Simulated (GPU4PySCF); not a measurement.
Computed shifts of a molecule C10H16S, PBE0/pcSseg-1 run with GPU4PySCF, GIAO, gas phase, atoms alike by connectivity averaged where their shifts nearly agree, in ppm (number of nuclei): ¹³C: 148.8 (1), 133.0 (1), 132.8 (1), 127.1 (1), 37.0 (1), 34.6 (1), 33.8 (1), 33.2 (1), 27.7 (1), 17.1 (1). ¹H: 7.15 (1), 7.11 (1), 6.81 (1), 2.78 (1), 2.36 (1), 1.79 (1), 1.51 (1), 1.47 (1), 1.35 (1), 1.31 (1), 1.25 (2), 1.09 (3), 0.92 (1). References: ¹³C against TMS (σ = 186.3 ppm); ³³S against H2S (σ = 716.7 ppm); ¹H against TMS (σ = 31.56 ppm), references at their B3LYP-D3(BJ)/def2-TZVP geometries, non-relativistic (references run with PySCF on processors). The structure is a stationary point at PBE0-D3(BJ)/def2-TZVP. The values are those of a single conformer.

Which structure fits?
(A) CCc1ccc(C(C)(C)C)s1
(B) CCc1ccsc1C(C)(C)C
(C) CCc1csc(C(C)(C)C)c1
(D) CCCCCCc1ccsc1

D, CCCCCCc1ccsc1
